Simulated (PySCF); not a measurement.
C7H4N6, SMILES C1=CC2=NC=NC3=NC=NC(=N1)N23. Heavy atoms are numbered as in [CH:1]1=[CH:2][C:3]2=[N:4][CH:5]=[N:6][C:7]3=[N:8][CH:9]=[N:10][C:11](=[N:12]1)[N:13]23. Hydrogens are named by the atom that carries them.

Geometry: B3LYP-D3(BJ)/def2-SVP.

These are PBE0/pcSseg-1 run with PySCF values and carry that method's errors.

GIAO shieldings, no solvent; atoms alike by connectivity are averaged. δ = σ(ref) − σ: ¹³C against TMS (σ = 186.3 ppm); ¹⁵N against NH3 (σ = 267.4 ppm); ¹H against TMS (σ = 31.56 ppm), references at their B3LYP-D3(BJ)/def2-TZVP geometries, non-relativistic.

Computed chemical shifts:
```
nucleus    atoms  count  δ (ppm)
-------  -------  -----  -------
¹³C      C9 (CH)      1    180.0
¹³C      C5 (CH)      1    178.7
¹³C      C1 (CH)      1    173.2
¹³C           C3      1    167.8
¹³C           C7      1    167.7
¹³C          C11      1    163.7
¹³C      C2 (CH)      1    114.7
¹⁵N          N12      1    293.9
¹⁵N          N10      1    285.4
¹⁵N           N6      1    277.6
¹⁵N           N4      1    270.9
¹⁵N           N8      1    270.0
¹⁵N          N13      1    222.1
¹H       H on C9      1     8.26
¹H       H on C1      1     8.26
¹H       H on C5      1     7.98
¹H       H on C2      1     6.13
```
